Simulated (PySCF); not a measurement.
System: methoxy(trimethyl)silane, C4H12OSi, charge 0, multiplicity 1. SMILES: [Si](C)(C)(C)OC
Geometry from a B3LYP-D3(BJ)/def2-TZVP (Ansatz) optimisation:
```xyz
18

Si     0.2560     0.2742    -0.0278
C     -0.2847     1.1092     1.5617
C      1.6991    -0.8675     0.3327
C      0.7084     1.5351    -1.3257
O     -1.0038    -0.5867    -0.6767
C     -1.6632    -1.6531    -0.0259
H     -1.1417     1.7643     1.3902
H      0.5242     1.7176     1.9739
H     -0.5665     0.3810     2.3259
H      2.5523    -0.3033     0.7175
H      2.0232    -1.3893    -0.5704
H      1.4422    -1.6206     1.0815
H      1.5392     2.1608    -0.9909
H      1.0070     1.0472    -2.2557
H     -0.1382     2.1884    -1.5462
H     -2.1298    -1.3286     0.9106
H     -2.4457    -2.0275    -0.6868
H     -0.9769    -2.4774     0.1964
```
Charge 0, spin multiplicity 1.

Dispersion corrections to the total energy (kcal/mol) from the dftd3 and dftd4 libraries through PySCF: D3(BJ) without and D4 with the three-body term, each with the damping fitted for the functional named.

```csv
functional,D3(BJ),D4
r2SCAN,-2.83,-2.46
BHLYP,-12.48,___
B3LYP,-15.86,___
HSE06,-6.38,-7.22
HF,-64.98,-30.49
TPSS,-11.72,___
PBE,-9.27,-9.07
```

Some entries are withheld; supply them.


- BHLYP, D4: -10.66
- B3LYP, D4: -14.37
- TPSS, D4: -12.19
